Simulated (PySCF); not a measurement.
Job file and geometry (Å, from GFN2-xTB) of an NMR shielding run on `InChI=1S/C6H12BNO/c1-6(9)8-4-3-7(2)5-8/h3-5H2,1-2H3`, PySCF 2.14.0, density-fitted response routines, GIAO PBE0/pcSseg-1 NMR shielding, non-relativistic, gas phase; density fitting, a coarse starting grid and PySCF grid level 2 are the driver's defaults:

```
$ OMP_NUM_THREADS=1 python probes_run.py task.json out

{"job": {"kind": "nmr", "xc": "PBE0", "basis": "pcSseg-1"}, "charge": 0, "multiplicity": 1}
C     -2.705957     1.297129     0.028864
B     -1.478848     0.334210     0.159551
C     -1.475840    -1.241287     0.162780
C     -0.042960    -1.624076     0.550300
N      0.788137    -0.470132     0.241926
C      2.107719    -0.622299     0.020120
C      2.876310     0.650722    -0.275067
O      2.642711    -1.717119     0.046666
C      0.039926     0.775537     0.235168
H     -3.648098     0.846593     0.329310
H     -2.578895     2.224304     0.583141
H     -2.817529     1.584440    -1.017339
H     -2.202621    -1.720130     0.817115
H     -1.697819    -1.601550    -0.845630
H      0.019724    -1.838770     1.624605
H      0.349046    -2.489199     0.012817
H      2.735759     1.378522     0.520564
H      3.930854     0.404510    -0.357749
H      2.541011     1.084876    -1.215113
H      0.345726     1.401962    -0.607972
H      0.262723     1.358700     1.140175
```

**Question.** What does the program print?

**Answer.** 
```
coarse grid: 17192 points
cycle   1  E = -389.9732585114  dE =  1.299e+00  |g| = 9.073e-01  |ddm| = 4.014e+00
cycle   2  E = -389.4929182902  dE =  4.803e-01  |g| = 1.801e+00  |ddm| = 2.703e+00
cycle   3  E = -390.1315645425  dE = -6.386e-01  |g| = 2.604e-01  |ddm| = 2.129e+00
cycle   4  E = -390.1462898401  dE = -1.473e-02  |g| = 7.602e-02  |ddm| = 2.680e-01
cycle   5  E = -390.1473825980  dE = -1.093e-03  |g| = 2.904e-02  |ddm| = 6.850e-02
cycle   6  E = -390.1475532420  dE = -1.706e-04  |g| = 6.101e-03  |ddm| = 2.185e-02
cycle   7  E = -390.1475605234  dE = -7.281e-06  |g| = 1.389e-03  |ddm| = 4.791e-03
final grid: 165120 points
cycle   8  E = -390.2080450989  dE = -4.791e-05  |g| = 1.438e-02  |ddm| = 3.905e-02
cycle   9  E = -390.2079539911  dE =  9.111e-05  |g| = 2.598e-02  |ddm| = 3.114e-02
cycle  10  E = -390.2080868329  dE = -1.328e-04  |g| = 3.697e-03  |ddm| = 2.205e-02
cycle  11  E = -390.2080896327  dE = -2.800e-06  |g| = 2.650e-04  |ddm| = 2.732e-03
cycle  12  E = -390.2080896448  dE = -1.205e-08  |g| = 1.370e-04  |ddm| = 4.066e-04
cycle  13  E = -390.2080896486  dE = -3.841e-09  |g| = 3.615e-05  |ddm| = 1.492e-04
cycle  14  E = -390.2080896489  dE = -2.523e-10  |g| = 1.058e-05  |ddm| = 3.467e-05
converged SCF energy = -390.2080896489

GIAO shielding tensors (ppm)
atom      isotropic    diamagn.    paramagn.     s11        s22        s33       span
  0 C      178.806     252.154     -73.348    157.076    185.235    194.106     37.031
  1 B        5.262     188.760    -183.498    -51.367    -34.479    101.631    152.997
  2 C      156.164     256.429    -100.265    147.192    150.348    170.952     23.760
  3 C      137.543     245.444    -107.901    105.073    138.374    169.181     64.108
  4 N      125.301     336.547    -211.246     21.548    106.428    247.928    226.380
  5 C       16.805     245.388    -228.583    -66.486     25.507     91.394    157.880
  6 C      161.803     251.508     -89.705    141.209    157.579    186.621     45.412
  7 O     -104.579     400.395    -504.975   -417.871   -194.727    298.861    716.732
  8 C      134.616     253.537    -118.922    119.025    127.516    157.306     38.281
  9 H       30.331      28.643       1.688     26.121     29.113     35.759      9.638
 10 H       30.512      29.918       0.595     26.380     29.321     35.836      9.455
 11 H       31.050      29.446       1.604     27.342     28.444     37.364     10.021
 12 H       29.986      31.068      -1.082     25.295     29.129     35.533     10.238
 13 H       30.146      32.011      -1.864     25.157     29.202     36.080     10.922
 14 H       28.484      31.462      -2.978     22.941     27.882     34.629     11.687
 15 H       27.052      32.201      -5.149     21.462     28.083     31.610     10.148
 16 H       29.787      30.591      -0.804     25.574     29.970     33.818      8.244
 17 H       29.768      27.364       2.404     25.565     28.178     35.560      9.995
 18 H       29.682      31.076      -1.394     25.846     29.490     33.709      7.863
 19 H       28.256      34.605      -6.350     23.706     29.098     31.963      8.257
 20 H       28.392      32.762      -4.370     23.667     27.663     33.846     10.179
```

Size and cost of the density-fitted run: 213 basis functions, 2.6 min wall time (2.3 min CPU) on 1 thread of an Intel Xeon, shared host; peak memory 0.96 GiB.
